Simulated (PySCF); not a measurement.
Removal energies of C²⁺ from EOM-IP-GCCSD

Reference: closed-shell C²⁺, [He] 2s2; one electron is removed. Calculated with PySCF 2.14, two-component X2C-1e with screened spin-orbit coupling, x2c-TZVPPall-2c with one added diffuse shell each of s, p, d type (6s4p3d1f, 40 functions); frozen nothing; all 76 virtual spinors kept. No Breit or QED terms. Binding energies in eV.

```tsv
level	Koopmans
1s1/2	344.40
2s1/2	46.111
```

**Question.** How does correlation move these levels?

**Answer.** 1s1/2: second order 340.40, EOM-CCSD 340.24; 2s1/2: second order 47.017, EOM-CCSD 47.770.

For comparison, the ionisation energy of C²⁺ is 47.888 eV (measured; NIST Atomic Spectra Database, ionization energies).

The screened spin-orbit operator tends to give fine-structure splittings of light species too large.
